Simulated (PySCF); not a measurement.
NMR data simulated for an unnamed compound:

1H NMR (600 MHz, computed): δ 6.69 (m, 1H), 5.01 (m, 1H), 4.87 (m, 1H), 4.83 (m, 1H), 2.24 (m, 1H), 2.15 (s, 3H), 1.92 (m, 1H), 1.51 (m, 1H), 1.38 (m, 1H), 1.31 (s, 3H).

13C{1H} NMR (computed): δ 157.3 (CH), 117.9 (C), 110.5 (CH2), 83.9 (C), 41.3 (C), 37.0 (CH2), 21.7 (CH3), 9.3 (CH2), 6.1 (CH3).

[PySCF: PBE0/pcSseg-1 with gauge-including orbitals; geometry from GFN2-xTB; fast rotation and ring inversion assumed for equivalent nuclei; a single conformation; no solvent; no relativistic terms]

Chemical shifts δ = σref − σ; TMS for 1H (31.72 ppm), 13C (186.93 ppm), all at this level.

Question: Which of these does the molecule contain: a CH3CH2 unit, an N-methyl group, a vinyl group CH=CH2, a Si–H bond, an NH or NH2 group, a non-aromatic C=C double bond?

Answer: 
- A CH3CH2 unit: no.
- An N-methyl group: no.
- A vinyl group CH=CH2: yes (δC 110.5, 157.3; δH 5.01 (m), 4.83 (m), 6.69 (m)).
- A Si–H bond: yes (δH 4.87 (m)).
- An NH or NH2 group: no.
- A non-aromatic C=C double bond: yes.

The data belong to `CC#C[Si@H]1[C@](C=C)(C)CC1`, C₉H₁₄Si; they needn't prove each group on their own.

Carbon signals by region: 3 in the sp2 and nitrile region (100–160 ppm), 1 at 50–100 ppm, 5 below 50 ppm.

Shifts are as computed. Against solution values, carbons near 30 ppm lie about +3 ppm off and those near 130 ppm about +5 ppm. Of 1211 compounds with measured shifts, 218 miss one by over three times the rms of a fit or turn the order of signals round; such compounds aren't used in these exercises. No couplings were computed; multiplicities are counted from neighbouring protons, with m where these are inequivalent, close in shift, in a saturated or five-membered ring or joined by F or P, and br s for small geminal =CH2 splittings.
